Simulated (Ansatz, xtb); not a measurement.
Species: SF2 (charge -1, doublet). SMILES of the parent species: FSF
Coordinates optimised at B3LYP-D3(BJ)/def2-TZVP (Ansatz, an electronic-structure program):
```
S
F 1 1.8569
F 1 1.8569 2 180.00
```
Charge -1, spin multiplicity 2.

Harmonic wavenumbers from GFN2-xTB (xtb, at its own minimum), cm⁻¹: 207, 207, 445, 489.

Task: Give the harmonic wavenumbers at B3LYP-D3(BJ)/def2-TZVP (Ansatz, finite differences of forces, unscaled).

Result: 54, 312, 433, 439 cm⁻¹. Zero-point energy 1.8 kcal/mol.

Task: From these and the geometry, give the ideal-gas thermochemistry at 298.15 K and 1 atm (rigid rotor, harmonic oscillator).

Result: Point group D∞h, rotational symmetry number 2. Rotational constants 3.857, 3.857 GHz. S(trans) 38.66, S(rot) 15.28, S(vib) 7.69, S(elec, spin only) 1.38, S 63.0 cal/(mol K). H(298) - H(0) 3.19 kcal/mol; G - E(el) -13.8 kcal/mol.
